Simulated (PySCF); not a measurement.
H₅W, neutral, multiplicity 2. Atoms are numbered in the order given.

```xyz
6

W      0.0000     0.0000    -0.0187
H     -1.4651     0.0000    -0.9221
H      0.0000     1.4926     0.7826
H      1.4651     0.0000    -0.9221
H      0.0000     0.0000     1.6606
H      0.0000    -1.4926     0.7826
```
Charge 0, spin multiplicity 2.

Geometry: B3LYP-D3(BJ)/def2-TZVPD. The multiplicity is an assumed one; other spin states were not compared. The def2 effective core potentials stand for the cores of W; spin–orbit coupling is left out.

These are PBE/def2-TZVPD run with PySCF values and carry that method's errors.

Mulliken values depend strongly on the basis, most of all with diffuse functions as here. ESP charges are fitted to the potential on shells at 1.4 to 2.0 van der Waals radii. Atomic charges (e):

```
atom  ESP fit  Mulliken  Mulliken spin
----  -------  --------  -------------
W1       0.75      0.41           1.20
H2      -0.15     -0.12          -0.04
H3      -0.18     -0.07          -0.03
H4      -0.15     -0.12          -0.04
H5      -0.09     -0.04          -0.05
H6      -0.18     -0.07          -0.03
```
